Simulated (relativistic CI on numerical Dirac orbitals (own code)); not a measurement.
Spin-allowed bands of a d8 ion in an octahedral site, by hand

Problem. A d8 ion in an octahedral site has a 3A2 ground term and spin-allowed bands at ν1 = 13680 and ν2 = 20297 cm⁻¹ (from a computed ligand-field model). Find Δ and the Racah parameter B, and predict the third band.

Working.
1. The F term splits into A2 (−1.2Δ), T2 (−0.2Δ) and T1 (+0.6Δ), so ν1 = E(T2) − E(A2) = Δ = 13680 cm⁻¹.
2. T1(F) mixes with T1(P), which lies at 15B, through an element 0.4Δ. The two roots, counted from A2, are ν2,3 = ½(15B + 3Δ) ∓ ½√[(15B − Δ)² + 12BΔ].
3. Solving the lower root for B gives B = (2ν1² + ν2² − 3ν1ν2)/(15ν2 − 27ν1) = -46735871/-64905 = 720 cm⁻¹.
4. The sum of the roots is 15B + 3Δ, so ν3 = 15B + 3ν1 − ν2 = 31544 cm⁻¹ (317 nm).

Check. The bands were computed by exact diagonalisation of the d8 shell with B = 720 and Δ = 13680 cm⁻¹, which gives ν3 = 31543 cm⁻¹. C does not enter the terms of highest spin.
